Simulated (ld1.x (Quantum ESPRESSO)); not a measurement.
## Fe (Z = 26): PAW pseudisation with revPBE, scalar-relativistic reference atom.

Input for ld1.x (Quantum ESPRESSO) 7.5:

```
&input
   title='Fe', zed=26., rel=1, dft='REVPBE', iswitch=3,
   config='[Ar] 3d6 4s1 4p0',
   nld=3, rlderiv=1.65, eminld=-10.0, emaxld=5.0, deld=0.04
 /
 &inputp
   pseudotype=3, lpaw=.true., tm=.true., lloc=-1, rcloc=0.65,
   nlcc=.true., new_core_ps=.true.,
   which_augfun='BESSEL', rmatch_augfun=0.60,
   file_pseudopw='Fe.UPF', file_wfcaegen='ae.wfc', file_wfcncgen='nc.wfc', file_beta='beta', file_chi='chi', file_wfcusgen='us.wfc'
 /
6
3S  1  0   2.00   0.00  1.10  1.30  0.0
4S  2  0   1.00   0.00  1.10  1.30  0.0
3P  2  1   6.00   0.00  1.20  1.50  0.0
4P  3  1   0.00   0.00  1.20  1.50  0.0
3D  3  2   6.00   0.00  0.60  0.85  0.0
3D  3  2   0.00  -0.85  0.60  0.85  0.0
 &test
   configts(1)='3s2 3p6 3d6 4s1 4p0'
 /
```

Command:

```bash
ld1.x < Fe.in > Fe.out
```

The program printed (shortened: banner, matrices, multipoles, cross overlaps and the repeated all-electron block are left out):

```
Program LD1 v.7.5
     --------------------------- All-electron run ----------------------------

     Fe
     scalar relativistic calculation

     atomic number is 26.00
     dft =REVPBE   lsd =0 sic =0 latt =0  beta=0.20 tr2=1.0E-14
     Exchange-correlation= REVPBE
                           (   1   4   4   4   0   0   0)
     mesh =1191 r(mesh) = 101.18024 a.u. xmin = -7.00 dx = 0.01250
     1 Ry =  13.60569312 eV, c = 137.03599908

     n l     nl                  e(Ry)          e(Ha)          e(eV)
     1 0     1S 1( 2.00)      -515.0868      -257.5434     -7008.1135
     2 0     2S 1( 2.00)       -60.8718       -30.4359      -828.2025
     2 1     2P 1( 6.00)       -51.9460       -25.9730      -706.7609
     3 0     3S 1( 2.00)        -7.5382        -3.7691      -102.5628
     3 1     3P 1( 6.00)        -5.0383        -2.5191       -68.5491
     3 2     3D 1( 6.00)        -1.1664        -0.5832       -15.8697
     4 0     4S 1( 1.00)        -0.8966        -0.4483       -12.1987
     4 1     4P 1( 0.00)        -0.5330        -0.2665        -7.2517

     final scf error:  9.4E-15 reached in  24 iterations

     Etot =   -2544.546641 Ry,   -1272.273320 Ha,  -34620.320733 eV

     Ekin =    2575.021713 Ry,    1287.510856 Ha,   35034.955211 eV
     Encl =   -6069.006789 Ry,   -3034.503395 Ha,  -82573.043933 eV
     Eh   =    1060.453713 Ry,     530.226857 Ha,   14428.207794 eV
     Exc  =    -111.015278 Ry,     -55.507639 Ha,   -1510.439804 eV

     normalization and overlap integrals

     s(1S/1S) =  1.000000  <r> =   0.0584  <r2> =    0.0046  r(max) =   0.0385
     s(2S/2S) =  1.000000  <r> =   0.2668  <r2> =    0.0841  r(max) =   0.2213
     s(2P/2P) =  1.000000  <r> =   0.2355  <r2> =    0.0681  r(max) =   0.1790
     s(3S/3S) =  1.000000  <r> =   0.8109  <r2> =    0.7592  r(max) =   0.6990
     s(3P/3P) =  1.000000  <r> =   0.8581  <r2> =    0.8686  r(max) =   0.7167
     s(3D/3D) =  1.000000  <r> =   1.1108  <r2> =    1.6335  r(max) =   0.7167
     s(4S/4S) =  1.000000  <r> =   2.7205  <r2> =    8.4892  r(max) =   2.2920
     s(4P/4P) =  1.000000  <r> =   3.4912  <r2> =   14.0994  r(max) =   2.8703

     ------------------------ End of All-electron run ------------------------

     --------------------- Generating PAW atomic setup --------------------

      Generating local potential from pseudized AE potential:
      Matching radius rcloc =   0.6500

      Local pseudo, rcloc= 0.648 Estimated cut-off energy=    57.40 Ry

      Computing core charge for nlcc:

       r > 0.39 : true rho core
      Core charge pseudized with two Bessel functions
      Integrated core pseudo-charge :   7.05
      Wfc-us  3S rcutus= 1.306  Estimated cut-off energy=    31.53 Ry
      Wfc-us  4S rcutus= 1.306  Estimated cut-off energy=    64.06 Ry
      Wfc-us  3P rcutus= 1.517  Estimated cut-off energy=    37.01 Ry
      Wfc-us  4P rcutus= 1.517  Estimated cut-off energy=    70.08 Ry
      Wfc-us  3D rcutus= 0.854  Estimated cut-off energy=   153.82 Ry
      Wfc-us  3D rcutus= 0.854  Estimated cut-off energy=   154.67 Ry

     Required augmentation: BESSEL   radius:    0.600000
     Suggested rho cutoff for augmentation: 274.29 Ry

     Estimated PAW energy = -328.257360 Ryd

     ------------------- End of pseudopotential generation -------------------

     Computing logarithmic derivative in   1.64571
     Computing logarithmic derivative in   1.64571
     Computing the partial wave expansion
     R is outside the sphere for l=    0 j= 0.00
     R is outside the sphere for l=    0 j= 0.00
     R is outside the sphere for l=    1 j= 0.00
     R is outside the sphere for l=    1 j= 0.00
     R is outside the sphere for l=    2 j= 0.00
     R is outside the sphere for l=    2 j= 0.00

     ---------------------- Testing the pseudopotential ----------------------

     Fe
     scalar relativistic calculation

     atomic number is 26.00   valence charge is 16.00
     dft = SLA  PW   REVX PBC   lsd =0 sic =0 latt =0  beta=0.20 tr2=1.0E-14
     mesh =1191 r(mesh) = 101.18024 xmin = -7.00 dx = 0.01250

     n l     nl             e AE (Ry)        e PS (Ry)    De AE-PS (Ry)
     1 0     3S   1( 2.00)       -7.53823       -7.53821       -0.00002
     2 1     3P   1( 6.00)       -5.03827       -5.03824       -0.00003
     3 2     3D   1( 6.00)       -1.16640       -1.16637       -0.00003
     2 0     4S   1( 1.00)       -0.89659       -0.89658       -0.00001
     3 1     4P   1( 0.00)       -0.53299       -0.53299       -0.00000

     eps = 3.7E-15  iter =  9

     Etot =   -2544.546641 Ry,   -1272.273320 Ha,  -34620.320733 eV
     Etotps =  -328.257191 Ry,    -164.128595 Ha,   -4466.166603 eV

     Ekin =     279.182302 Ry,     139.591151 Ha,    3798.468729 eV
     Encl =    -697.661081 Ry,    -348.830541 Ha,   -9492.162576 eV
     Ehrt =     201.236907 Ry,     100.618453 Ha,    2737.967600 eV
     Ecxc =    -111.015319 Ry,     -55.507659 Ha,   -1510.440356 eV
     (Ecc =     -35.926844 Ry,     -17.963422 Ha,    -488.809617 eV)

     ---------------------- End of pseudopotential test ----------------------
```

The ghost test of this file was not conclusive. Its overlap operator is not positive definite in a basis up to 400 Ry (lowest eigenvalue s -0.0036, p -1.04), so the file is unfit for use: the generalised eigenproblem breaks down once the basis is large enough, and its test numbers describe a broken file.

Generation and configuration tests took about 1.4 s on one core of a shared server CPU.

Transferability test of the new file with ld1.x, input:

```
&input
   title='Fe', zed=26., rel=1, dft='REVPBE', iswitch=2,
   config='[Ar] 3d6 4s1 4p0'
 /
 &test
   file_pseudo='Fe.UPF', nconf=8,
   configts(1)='3s2 3p6 3d6 4s1 4p0',
   configts(2)='3s2 3p6 3d6 4s2 4p0',
   configts(3)='3s2 3p6 3d6 4s0 4p0',
   configts(4)='3s2 3p6 3d5 4s0 4p0',
   configts(5)='3s2 3p6 3d6 4s1 4p1',
   configts(6)='3s2 3p6 3d7 4s1 4p0',
   configts(7)='3s1 3p6 3d6 4s2 4p0',
   configts(8)='3s2 3p6 3d6 4s0 4p2'
 /
```

```bash
ld1.x < Fe.test.in > Fe.test.out
```

Pseudopotential blocks of its output, shortened (energy terms left out):

```
     ---------------------- Testing the pseudopotential ----------------------

     n l     nl             e AE (Ry)        e PS (Ry)    De AE-PS (Ry)
     1 0     3S   1( 2.00)       -7.53823       -7.53821       -0.00002
     2 1     3P   1( 6.00)       -5.03827       -5.03824       -0.00003
     3 2     3D   1( 6.00)       -1.16640       -1.16637       -0.00003
     2 0     4S   1( 1.00)       -0.89659       -0.89658       -0.00001
     3 1     4P   1( 0.00)       -0.53299       -0.53299       -0.00000

     eps = 3.7E-15  iter =  9

     Etot =   -2544.546641 Ry,   -1272.273320 Ha,  -34620.320733 eV
     Etotps =  -328.257191 Ry,    -164.128595 Ha,   -4466.166603 eV

     ---------------------- End of pseudopotential test ----------------------

          ---------------------- Testing the pseudopotential ----------------------

     n l     nl             e AE (Ry)        e PS (Ry)    De AE-PS (Ry)
     1 0     3S   1( 2.00)       -6.91396       -6.91306       -0.00090
     2 1     3P   1( 6.00)       -4.41287       -4.41036       -0.00251
     3 2     3D   1( 6.00)       -0.54743       -0.54634       -0.00109
     2 0     4S   1( 2.00)       -0.38436       -0.38462        0.00026
     3 1     4P   1( 0.00)       -0.09548       -0.09571        0.00022

     eps = 9.6E-15  iter = 14

     Etot =   -2545.181461 Ry,   -1272.590731 Ha,  -34628.957906 eV
     Etotps =  -328.892227 Ry,    -164.446114 Ha,   -4474.806714 eV
     dEtot_ae =      -0.634821 Ry
     dEtot_ps =      -0.635036 Ry,   Delta E=       0.000216 Ry

     ---------------------- End of pseudopotential test ----------------------

          ---------------------- Testing the pseudopotential ----------------------

     n l     nl             e AE (Ry)        e PS (Ry)    De AE-PS (Ry)
     1 0     3S   1( 2.00)       -8.26592       -8.26696        0.00105
     2 1     3P   1( 6.00)       -5.76632       -5.76940        0.00308
     3 2     3D   1( 6.00)       -1.88161       -1.88296        0.00135
     2 0     4S   1( 0.00)       -1.47426       -1.47378       -0.00047
     3 1     4P   1( 0.00)       -1.04780       -1.04705       -0.00074

     eps = 6.3E-16  iter = 20

     Etot =   -2543.367621 Ry,   -1271.683810 Ha,  -34604.279345 eV
     Etotps =  -327.078328 Ry,    -163.539164 Ha,   -4450.127353 eV
     dEtot_ae =       1.179020 Ry
     dEtot_ps =       1.178863 Ry,   Delta E=       0.000157 Ry

     ---------------------- End of pseudopotential test ----------------------

          ---------------------- Testing the pseudopotential ----------------------

     n l     nl             e AE (Ry)        e PS (Ry)    De AE-PS (Ry)
     1 0     3S   1( 2.00)       -9.64178       -9.62905       -0.01273  !
     2 1     3P   1( 6.00)       -7.12349       -7.11128       -0.01222  !
     3 2     3D   1( 5.00)       -3.16865       -3.15818       -0.01047  !
     2 0     4S   1( 0.00)       -2.29281       -2.29300        0.00019
     3 1     4P   1( 0.00)       -1.77332       -1.78059        0.00728  !

     eps = 6.6E-16  iter = 20

     Etot =   -2540.860362 Ry,   -1270.430181 Ha,  -34570.166356 eV
     Etotps =  -324.574588 Ry,    -162.287294 Ha,   -4416.062245 eV
     dEtot_ae =       3.686279 Ry
     dEtot_ps =       3.682602 Ry,   Delta E=       0.003676 Ry

     ---------------------- End of pseudopotential test ----------------------

          ---------------------- Testing the pseudopotential ----------------------

     n l     nl             e AE (Ry)        e PS (Ry)    De AE-PS (Ry)
     1 0     3S   1( 2.00)       -7.04245       -7.04240       -0.00005
     2 1     3P   1( 6.00)       -4.54177       -4.53894       -0.00283
     3 2     3D   1( 6.00)       -0.67161       -0.67073       -0.00087
     2 0     4S   1( 1.00)       -0.46229       -0.46232        0.00003
     3 1     4P   1( 1.00)       -0.15262       -0.15284        0.00022

     eps = 1.0E-15  iter = 16

     Etot =   -2544.881542 Ry,   -1272.440771 Ha,  -34624.877294 eV
     Etotps =  -328.592338 Ry,    -164.296169 Ha,   -4470.726507 eV
     dEtot_ae =      -0.334901 Ry
     dEtot_ps =      -0.335147 Ry,   Delta E=       0.000246 Ry

     ---------------------- End of pseudopotential test ----------------------

          ---------------------- Testing the pseudopotential ----------------------

     n l     nl             e AE (Ry)        e PS (Ry)    De AE-PS (Ry)
     1 0     3S   1( 2.00)       -6.57882       -6.58116        0.00234
     2 1     3P   1( 6.00)       -4.08818       -4.09168        0.00351
     3 2     3D   1( 7.00)       -0.27507       -0.27628        0.00121
     2 0     4S   1( 1.00)       -0.30639       -0.30537       -0.00102
     3 1     4P   1( 0.00)       -0.06215       -0.06211       -0.00004

     eps = 5.5E-15  iter = 19

     Etot =   -2545.240396 Ry,   -1272.620198 Ha,  -34629.759750 eV
     Etotps =  -328.952035 Ry,    -164.476018 Ha,   -4475.620446 eV
     dEtot_ae =      -0.693755 Ry
     dEtot_ps =      -0.694845 Ry,   Delta E=       0.001090 Ry

     ---------------------- End of pseudopotential test ----------------------
```

The test run then stopped with an error in new_paw_hamiltonian: “negative rho”.
